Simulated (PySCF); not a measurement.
Species: C6H8F2O.
SMILES with atom numbers: `[CH2:1]=[C:2]([CH:3]=[O:4])[C@H:5]([CH3:6])[CH:7]([F:8])[F:9]` (hydrogens: H10, H11 on C1; H12 on C3; H13 on C5; H14, H15, H16 on C6; H17 on C7)

The closed-shell SCF was solved with PySCF and density fitting under several settings on one GFN2-xTB geometry (grid level 2 and gas phase unless stated).

| settings | basis functions | SCF cycles | E (Eh) | HOMO (eV) | LUMO (eV) | dipole (D) |
| --- | --- | --- | --- | --- | --- | --- |
| PBE0/pcSseg-1 | 193 | 15 | -507.7419 | -7.72 | -1.91 | 2.58 |
| PBE0/def2-SVPD | 253 | 15 | -507.4439 | -7.79 | -2.01 | 2.68 |
| HCTH407/6-311G**, IEF-PCM acetone | 210 | 16 | -508.3930 | -6.13 | -2.77 | 3.01 |
| LC-wPBE/IGLO-II, IEF-PCM water | 246 | 15 | -508.1850 | -10.48 | 0.55 | 3.31 |
| PBE0/MINI, level shift 0.1 Eh | 53 | 11 | -504.0186 | -8.99 | -3.49 | 1.78 |

Estimate the rows for these settings: (1) PBE0/MINI, IEF-PCM acetone; (2) revPBE/pcSseg-1; (3) mPW1PW91/def2-SVP, start guess huckel.

```json
{"settings": "PBE0/MINI, IEF-PCM acetone", "basis functions": "53", "SCF cycles": "12", "E (Eh)": "-504.0262", "HOMO (eV)": "-8.88", "LUMO (eV)": "-3.34", "dipole (D)": "2.09"}
{"settings": "revPBE/pcSseg-1", "basis functions": "193", "SCF cycles": "17", "E (Eh)": "-508.1365", "HOMO (eV)": "-6.01", "LUMO (eV)": "-2.81", "dipole (D)": "2.41"}
{"settings": "mPW1PW91/def2-SVP, start guess huckel", "basis functions": "166", "SCF cycles": "15", "E (Eh)": "-507.8366", "HOMO (eV)": "-7.63", "LUMO (eV)": "-1.80", "dipole (D)": "2.45"}
```

Over all rows, what range does the HOMO–LUMO gap span?

From 3.20 eV (revPBE/pcSseg-1) to 11.03 eV (LC-wPBE/IGLO-II, IEF-PCM water). The functional of the narrowest has no exact exchange, that of the widest range-separated exact exchange.

And the dipole moment?

From 1.78 D (PBE0/MINI, level shift 0.1 Eh) to 3.31 D (LC-wPBE/IGLO-II, IEF-PCM water); the largest is 1.86 times the smallest, and the median is 2.52 D.

Compare two rows with the functional PBE0: PBE0/pcSseg-1 and PBE0/def2-SVPD. Which energy is lower, and by how much?

PBE0/pcSseg-1 (193 functions) lies 0.2980 Eh or 187 kcal/mol below PBE0/def2-SVPD (253 functions). The smaller set gives the lower energy; the two sets aren't nested, so the variational bound doesn't order them by size.

Cycle counts include a coarse-grid stage where the run had one. All basis functions are spherical, in the Pople sets too. Geometry: GFN2-xTB, one conformer.

Conformer computed: `[CH2:1]=[C:2]([CH:3]=[O:4])[C@H:5]([CH3:6])[CH:7]([F:8])[F:9]`: C1–C2–C3–O4 -178°, C1–C2–C5–C6 62°, C2–C5–C7–F8 -53°.
